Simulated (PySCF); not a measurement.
BH4NO2. Atoms are numbered in the order given.

```xyz
8

B      0.0000     0.0000    -0.0051
O      0.0000     1.2188    -0.6547
H      0.0000     1.1643    -1.6150
O      0.0000    -1.2188    -0.6547
H      0.0000    -1.1643    -1.6150
N      0.0000     0.0000     1.4054
H      0.0000    -0.8533     1.9460
H      0.0000     0.8533     1.9460
```

Geometry optimised at B3LYP-D3(BJ)/def2-SVP. Other conformers were not sampled.

These are PBE/def2-TZVPD in PySCF values and carry that method's errors.

The molecule is in vacuum.

```yaml
total_energy: -232.44345 hartree
point_group: C2v
highest_occupied_level: -6.02 eV
lowest_empty_level: -1.03 eV
orbital_gap: 4.99 eV
dipole_moment: 1.04 D
quadrupole, principal values (traceless, Buckingham form, about the centre of nuclear charge): -6.65, -5.70, 12.35 D·Å
mean_static_polarisability: 35.2 bohr³ (5.22 Å³)
polarisability_principal_values: 28.7, 35.4, 41.6 bohr³
```
